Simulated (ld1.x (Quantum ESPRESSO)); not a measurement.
## sulfur: excitation energies, all-electron against TM

S (Z = 16), norm-conserving Troullier–Martins (Kleinman–Bylander form), made with ld1.x (Quantum ESPRESSO) 7.5 (PBE, scalar-relativistic). Core [Ne], reference 3s1.75 3p4.25. Waves: 3p (bound): rc 1.20 bohr; 3d channel at 0.35 Ry: rc 1.10 bohr; 3s (bound): rc 1.30 bohr. Local part: the s channel. Core correction: Bessel-smoothed model core inside 0.80 bohr.

Energies are relative to the spin-unpolarised reference configuration 3s1.75 3p4.25; without spin polarisation the order of configurations can differ from experiment.

(1) Give the all-electron excitation energy and the error of the potential for: 3s2 3p4; 3s2 3p3; 3s2 3p2; 3s1 3p4; 3s2 3p4.3; 3s1 3p5; 3s2 3p3.5.

## Answers

(1)

```tsv
valence configuration	charge	ΔE all-electron (eV)	error AE − PS (meV)
3s2 3p4	0	-2.566	+0.2
3s2 3p3	+1	9.203	+3.0
3s2 3p2	+2	31.487	+21
3s1 3p4	+1	20.082	+6.4
3s2 3p4.3	-0.3	-4.275	+0.7
3s1 3p5	0	7.745	+0.4
3s2 3p3.5	+0.5	2.094	+0.4
```
